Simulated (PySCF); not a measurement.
LDA on Rh (rhodium, neutral), [Kr] 4d9, 2D determinant (an excited configuration). All numbers are calculated (PySCF 2.14, the spin-free X2C one-electron Hamiltonian (Gaussian nucleus), in x2c-TZVPPall (8s6p6d2f1g, 79 functions)).

```
cycle= 2 E= -4778.3057834434  delta_E= 0.0734  |g|= 0.625  |ddm|= 0.583
cycle= 3 E= -4778.3780994657  delta_E= -0.0723  |g|= 0.204  |ddm|= 0.695
cycle= 4 E= -4778.40217703178  delta_E= -0.0241  |g|= 0.108  |ddm|= 0.678
cycle= 5 E= -4778.40772488125  delta_E= -0.00555  |g|= 0.0946  |ddm|= 0.53
cycle= 6 E= -4778.41040708356  delta_E= -0.00268  |g|= 0.0449  |ddm|=  0.1
cycle= 7 E= -4778.40980740187  delta_E= 0.0006  |g|= 0.0617  |ddm|= 0.111
cycle= 8 E= -4778.4102415821  delta_E= -0.000434  |g|= 0.0502  |ddm|= 0.022
cycle= 9 E= -4778.41115980365  delta_E= -0.000918  |g|= 0.0131  |ddm|= 0.0463
cycle= 10 E= -4778.41120887023  delta_E= -4.91e-05  |g|= 0.00635  |ddm|= 0.00866
cycle= 11 E= -4778.41123047256  delta_E= -2.16e-05  |g|= 0.000165  |ddm|= 0.016
cycle= 12 E= -4778.41123047788  delta_E= -5.32e-09  |g|= 0.000112  |ddm|= 0.000357
cycle= 13 E= -4778.41123048402  delta_E= -6.14e-09  |g|= 2.84e-05  |ddm|= 0.000233
cycle= 14 E= -4778.41123048424  delta_E= -2.28e-10  |g|= 1.36e-05  |ddm|= 1.87e-05
converged SCF energy = -4778.41123048424  <S^2> = 1.2838027  2S+1 = 2.4769357
```

Highest occupied orbital energy: -4.210 eV; ⟨L²⟩ = 7.97; populations by l: s 8.33, p 18.00, d 18.67, f 0.00.

(1) Can this result be used?

## Answers

(1) Not for this state. The calculation finished and met its thresholds. ⟨L²⟩ = 7.97 against 6 for a pure D term, so this real determinant mixes terms. ⟨S²⟩ = 1.28 against 0.75 shows spin contamination. The s, p, d and f populations moved away from the nominal configuration during the SCF.
